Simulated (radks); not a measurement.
Problem. Coherent X-ray form factor from a spherical all-electron density. All-electron calculation, scalar-relativistic Kohn-Sham, PBE, spin-unpolarised, spherical densities, point nucleus. Program: a radial shooting solver on a logarithmic mesh with Libxc functionals.

| sin(theta)/lambda (1/angstrom) | f0 (electrons) |
|---|---|
| 0.05 | 41.872 |
| 0.1 | 41.493 |
| 0.15 | 40.875 |
| 0.2 | 40.038 |
| 0.25 | 39.006 |
| 0.3 | 37.812 |
| 0.4 | 35.071 |
| 0.5 | 32.090 |
| 0.6 | 29.120 |
| 0.8 | 23.896 |
| 1 | 20.048 |
| 1.25 | 16.832 |
| 1.5 | 14.521 |
| 2 | 10.696 |

The species is in the configuration that NIST lists as its ground one. Which atom or ion scatters so?

Solution. The promethium ion Pm19+, [Kr] 4d6. Extrapolating in s^2 from the first two rows gives f0(0) = 42.0, near the electron count 42; among species with that count, the fall with angle is slower the higher Z, and the table is that of Z = 61; from so few rows the species is fixed only to a neighbour or two.
